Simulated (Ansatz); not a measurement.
Cartesian coordinates in Å:
```
C 0.987 0.395 0.688
B -0.385 0.429 -0.132
C -1.442 -0.595 0.324
O -2.236 -1.341 0.618
Se -0.352 -0.174 -2.111
H 1.677 1.105 0.226
H 1.469 -0.585 0.675
H 0.854 0.694 1.731
H -1.011 1.466 -0.131
H 0.438 -1.394 -1.889
```

The species carries charge 0 and has multiplicity 1. The bonds changed during the relaxation, so this is another structure than the one it started from.

Question: List the ωB97M-V/def2-TZVPP orbital energies in eV (the Gaussian-basis code of Ansatz). (Estimate.)

Answer: The calculation gave: Occupied: -12367.80, -1588.09, -1422.85, -1422.83, -1422.78, -529.81, -286.25, -280.84, -217.53, -187.89, -160.49, -160.38, -160.21, -60.40, -60.37, -60.23, -60.15, -60.13, -36.18, -23.19, -21.76, -20.45, -18.39, -17.07, -17.00, -14.61, -13.81, -12.95, -12.69, -11.48, -10.44, -8.84. Lowest empty: 0.50, 0.54, 1.96, 2.60, 3.23, 3.64, 4.01, 4.27.
